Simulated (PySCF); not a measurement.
GeH₃, SMILES [GeH3-], charge -1.

The structure is a stationary point at r2SCAN-D4/def2-TZVPD.

Level of theory: HF/def2-TZVPD run with PySCF.

Symmetry labels are those of the subgroup Cs that the program uses (full group C3v).

Computed valence orbital energies around the gap with their symmetry:
| orbital | symmetry | energy (eV) |
|---|---|---|
| HOMO−7 | A" | -37.12 |
| HOMO−6 | A' | -37.00 |
| HOMO−5 | A" | -37.00 |
| HOMO−4 | A' | -36.94 |
| HOMO−3 | A' | -12.43 |
| HOMO−2 | A' | -5.51 |
| HOMO−1 | A" | -5.51 |
| HOMO | A' | -2.04 |
| LUMO | A' | 6.38 |
| LUMO+1 | A' | 7.85 |
| LUMO+2 | A" | 7.85 |
| LUMO+3 | A' | 8.59 |
